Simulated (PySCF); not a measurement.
Spinor energies of Ir⁺ (iridium, charge +1)

Start: [Xe] 4f14 5d7 6p1; 5d3/2 filled at m_j = +1/2, +3/2; 5d5/2 filled at m_j = -3/2, -1/2, +1/2, +3/2, +5/2; 6p3/2 filled at m_j = +3/2. Calculated with PySCF 2.14 in x2c-SVPall-2c with one added diffuse shell each of s, d type (8s9p10d2f, 99 functions): generalised Hartree-Fock with the X2C-1e Hamiltonian and a Gaussian nucleus; one run each with spin-orbit coupling (SO) switched off, then screened by Boettger's factors. This is a chosen level, not necessarily the ground level.

```
spinor shell  electrons  ε, spin-free (eV)  ε, screened SO (eV)  weight of nominal j (screened SO)  rms radius, screened SO (bohr)
       1s1/2          2           -76540.4             -76514.2                              1.000                          0.0197
       2s1/2          2           -13546.3             -13538.4                              1.000                          0.0796
       2p1/2          2           -11778.8             -12947.6                              1.000                          0.0675
       3s1/2          2            -3242.6              -3240.2                              1.000                           0.203
       3p1/2          2            -2717.2              -2976.2                              1.000                           0.195
       3p3/2          4            -2717.2              -2612.6                              1.000                           0.210
       3d3/2          4            -2130.4              -2175.3                              1.000                           0.186
       3d5/2          6            -2130.4              -2098.2                              1.000                           0.189
       4s1/2          2            -735.02              -734.50                              1.000                           0.450
       4p1/2          2            -559.70              -621.80                              1.000                           0.456
       4p3/2          4            -559.70              -534.74                              1.000                           0.489
       4d3/2          4            -339.67              -349.38                              1.000                           0.508
       4d5/2          6            -339.67              -332.82                              1.000                           0.519
       5s1/2          2            -125.72              -125.91                              1.000                            1.05
       4f5/2          6            -92.919              -94.732                              0.995                           0.586
       4f7/2          8            -92.919              -91.448                              0.996                           0.587
       5p1/2          2            -77.601              -88.830                              0.982                            1.19
       5p3/2          4            -77.601              -73.111                              0.992                            1.23
       5d3/2          2            -23.385              -23.600                              0.588                            1.75
       5d5/2          5            -23.385              -23.793                              0.457                            1.79
       6p3/2          1            -10.045              -10.050                              1.000                            3.99
```

Problem. Where does 2p3/2 lie, and what is the 2p spin-orbit splitting (screened SO)?

Solution. At -11314.1 eV, 1633.6 eV above 2p1/2.

| quantity | spin-free | screened SO |
| --- | --- | --- |
| E (hartree) | -17812.86457 | -17837.40101 |
| M_J | 6 | 6 |
| ⟨J²⟩ | 42.013 | 42.035 |
| ⟨L²⟩ | 20.012 | 20.793 |
| ⟨S²⟩ | 6.001 | 6.147 |

Each row is a mean over spinors that exchange with the open shell spreads, by up to 7.437 eV (5p3/2).

Rows whose weight is well below 1 are mixtures of j = l ± 1/2: exchange outweighs spin-orbit coupling there, and the label is only the starting occupation.

Breit and QED terms are absent; they matter most for the inner s and p1/2 levels.

Densities and radii are taken from the X2C orbitals without a picture-change correction, which distorts them close to the nucleus.

Without spin-orbit coupling the j labels of p, d and f shells carry no meaning; the spin-free column gives the mean over the occupied spinors of each nl shell.
